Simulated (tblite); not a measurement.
C4H10GeO3.
Atom-mapped SMILES: `[CH3:1][O:2][Ge:3]([CH3:4])([CH:5]=[O:6])[O:7][CH3:8]` (hydrogens: H9, H10, H11 on C1; H12, H13, H14 on C4; H15 on C5; H16, H17, H18 on C8)

Computed with GFN2-xTB (tblite), gas phase: L-BFGS steps from a force-field or distance-geometry start until the largest atomic force falls under 0.01 eV/Å.

Step 38: E = -755.5206 eV
```
atom  x, y, z in Å  |  force x, y, z in eV/Å
C1      2.1542   -0.5311    0.9150   -0.012  -0.005   0.010
O2      0.9935    0.2549    1.0553   -0.046   0.033   0.007
Ge3    -0.1654    0.6445   -0.2524   -0.102  -0.080   0.000
C4     -1.5209    1.6652    0.8012    0.016   0.029  -0.009
C5      0.8295    1.2836   -1.9296    0.008  -0.067   0.046
O6      1.3318    2.3564   -2.0492   -0.047  -0.031   0.002
O7     -0.7881   -0.9341   -0.8909    0.073   0.118   0.061
C8     -1.3536   -1.9370   -0.0726    0.038   0.043  -0.033
H9      2.8962   -0.0396    0.2825    0.038   0.008  -0.007
H10     1.9212   -1.5103    0.4917    0.040  -0.053  -0.025
H11     2.5666   -0.6610    1.9159    0.038  -0.019   0.028
H12    -2.4316    1.7885    0.2238   -0.018  -0.020   0.013
H13    -1.1254    2.6411    1.0558    0.006   0.029   0.010
H14    -1.7277    1.1187    1.7178   -0.005   0.002  -0.038
H15     0.9167    0.5002   -2.7033   -0.010   0.016  -0.054
H16    -0.7425   -2.1182    0.8154   -0.029  -0.018   0.005
H17    -2.3626   -1.6651    0.2476    0.013  -0.005  -0.022
H18    -1.4007   -2.8504   -0.6690   -0.001   0.018   0.006
```

Step 39: E = -755.5222 eV
```
atom  x, y, z in Å  |  force x, y, z in eV/Å
C1      2.1525   -0.5293    0.9176   -0.004  -0.022  -0.002
O2      0.9908    0.2556    1.0552   -0.036   0.030   0.023
Ge3    -0.1688    0.6450   -0.2516   -0.040  -0.054  -0.029
C4     -1.5196    1.6672    0.8035    0.020   0.036   0.001
C5      0.8289    1.2790   -1.9309   -0.038  -0.101   0.042
O6      1.3285    2.3517   -2.0564   -0.017   0.022   0.008
O7     -0.7861   -0.9313   -0.8910    0.063   0.110   0.029
C8     -1.3520   -1.9354   -0.0771    0.027   0.003   0.001
H9      2.8960   -0.0374    0.2867    0.029   0.008  -0.005
H10     1.9221   -1.5095    0.4936    0.038  -0.037  -0.021
H11     2.5643   -0.6602    1.9188    0.028  -0.011   0.028
H12    -2.4327    1.7898    0.2308   -0.026  -0.007   0.002
H13    -1.1220    2.6422    1.0593   -0.002   0.026  -0.001
H14    -1.7224    1.1196    1.7194   -0.012  -0.009  -0.012
H15     0.9143    0.4947   -2.7040   -0.009   0.002  -0.044
H16    -0.7430   -2.1192    0.8114   -0.020  -0.011   0.020
H17    -2.3617   -1.6673    0.2422   -0.004   0.010  -0.017
H18    -1.3978   -2.8490   -0.6724    0.003   0.007  -0.021
```

Question: Estimate the geometry and energy of step 40. (The exact step hangs on the optimiser's Hessian estimate; all steps are aligned on step 39, rigid shifts and turns removed.)

Answer: E = -755.5237 eV, largest force 0.111 eV/Å
```
atom  x, y, z in Å  |  force x, y, z in eV/Å
C1      2.1492   -0.5259    0.9233    0.009  -0.024  -0.001
O2      0.9847    0.2570    1.0559    0.004   0.009   0.031
Ge3    -0.1737    0.6469   -0.2518    0.035   0.002  -0.038
C4     -1.5163    1.6724    0.8094    0.001   0.021   0.016
C5      0.8267    1.2687   -1.9349   -0.071  -0.084   0.015
O6      1.3220    2.3417   -2.0742   -0.001   0.035   0.026
O7     -0.7815   -0.9245   -0.8920    0.018   0.043  -0.001
C8     -1.3486   -1.9339   -0.0866    0.002  -0.030   0.021
H9      2.8963   -0.0325    0.2961   -0.001   0.002   0.009
H10     1.9242   -1.5075    0.4975    0.033  -0.009  -0.012
H11     2.5581   -0.6571    1.9267    0.008  -0.004   0.002
H12    -2.4366    1.7947    0.2478   -0.009   0.005  -0.005
H13    -1.1156    2.6456    1.0675   -0.009   0.023  -0.018
H14    -1.7102    1.1210    1.7248   -0.016  -0.012   0.004
H15     0.9084    0.4807   -2.7050   -0.006  -0.015  -0.023
H16    -0.7435   -2.1214    0.8032   -0.011  -0.004   0.036
H17    -2.3610   -1.6723    0.2299   -0.002   0.026  -0.015
H18    -1.3914   -2.8472   -0.6826    0.015   0.016  -0.047
```

The energy changes by -0.0016 eV. The first-order estimate −F·Δx gives -0.0026 eV and the mean of the old and new forces, exact on a quadratic surface, -0.0016 eV. The step makes an angle of 77° with the force vector and moves no atom by more than 0.021 Å.

What follows is the cost of the whole relaxation. Hardware: Arm Neoverse N1, one thread, no GPU (shared host). Cost: 0.99 s of wall time.
